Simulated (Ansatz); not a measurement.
Input for Ansatz (a program for electronic structure): R-SVWN5/def2-TZVPP on H3NSSn (SMILES [NH2][Sn][SH]), a point of a torsion scan. Elements past Kr take the def2 small-core potentials; no spin–orbit coupling.

Ansatz 0.2 input:
```yaml
crystal:
  periodic: [false, false, false]
  atoms:
    - {symbol: N, position_ang: [-1.29270130, 0.03311002, 0.16762973]}
    - {symbol: Sn, position_ang: [0.24385374, -0.82838783, 1.18225487]}
    - {symbol: S, position_ang: [1.90894315, -0.35561641, -0.56069545]}
    - {symbol: H, position_ang: [-2.23425238, 0.16958032, 0.50765140]}
    - {symbol: H, position_ang: [-1.22994654, 0.47358815, -0.74011495]}
    - {symbol: H, position_ang: [2.69378468, -1.39947603, -0.32680439]}
basis:
  gaussian:
    orbitals: def2-TZVPP
hamiltonian:
  xc: {name: SVWN5}
scf: {lower_state_search: off}
```

Give the final energy of this run.

-666.9904 hartree.
